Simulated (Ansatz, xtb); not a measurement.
# Redistribution: CH2ClF + C2H3I → CH2FI + C2H3Cl

Species: CH2ClF (chlorofluoromethane) `FCCl`, singlet; C2H3I (vinyl iodide) `C=CI`, singlet; CH2FI (fluoroiodomethane) `FCI`, singlet; C2H3Cl `C=CCl`, singlet. The partners trade Cl for I; both sit on C, so the bond types are kept.

Shapes, held fixed at every level: PBE0-D4/def2-TZVP. Programs: Ansatz 0.2.0, xtb 6.7.1. The zero-point and thermal change to 298 K, harmonic and unscaled (PBE0-D4/def2-TZVP), is -0.3 kJ/mol.

```json
{"level": "GFN2-xTB", "kind": "semi-empirical", "ΔH(298 K) (kJ/mol)": "-10.8", "less CCSD(T)/def2-TZVPP": "-17.9"}
{"level": "PBE-D4/def2-TZVPP", "kind": "GGA", "ΔH(298 K) (kJ/mol)": "+0.5", "less CCSD(T)/def2-TZVPP": "-6.6"}
{"level": "PBE0-D4/def2-TZVPP", "kind": "global hybrid", "ΔH(298 K) (kJ/mol)": "+2.7", "less CCSD(T)/def2-TZVPP": "-4.4"}
{"level": "r2SCAN0-D4/def2-TZVPP", "kind": "global hybrid", "ΔH(298 K) (kJ/mol)": "+3.2", "less CCSD(T)/def2-TZVPP": "-3.9"}
{"level": "MP2/def2-SVP", "kind": "perturbation theory", "ΔH(298 K) (kJ/mol)": "+8.3", "less CCSD(T)/def2-TZVPP": "+1.2"}
{"level": "CCSD(T)/def2-SVP", "kind": "coupled cluster or CI", "ΔH(298 K) (kJ/mol)": "+7.1", "less CCSD(T)/def2-TZVPP": "0.0"}
{"level": "CCSD/def2-SVP", "kind": "coupled cluster or CI", "ΔH(298 K) (kJ/mol)": "+7.4", "less CCSD(T)/def2-TZVPP": "+0.3"}
{"level": "CCSD/def2-TZVPP", "kind": "coupled cluster or CI", "ΔH(298 K) (kJ/mol)": "+7.3", "less CCSD(T)/def2-TZVPP": "+0.2"}
{"level": "CCSD(T)/def2-TZVPP", "kind": "coupled cluster or CI", "ΔH(298 K) (kJ/mol)": "+7.1", "less CCSD(T)/def2-TZVPP": "0.0"}
```

The highest level, CCSD(T)/def2-TZVPP, gives ΔH(298 K) = +7.1 kJ/mol; the levels span -10.8 to +8.3. They disagree on the sign: 8 of 9 are positive. The column of differences is taken from that level and isn't an error. No measured value is set beside it here. For atoms past krypton def2 sets carry core potentials with scalar relativity. Correlated rows may include outer-core shells of I, which these sets cover unevenly.
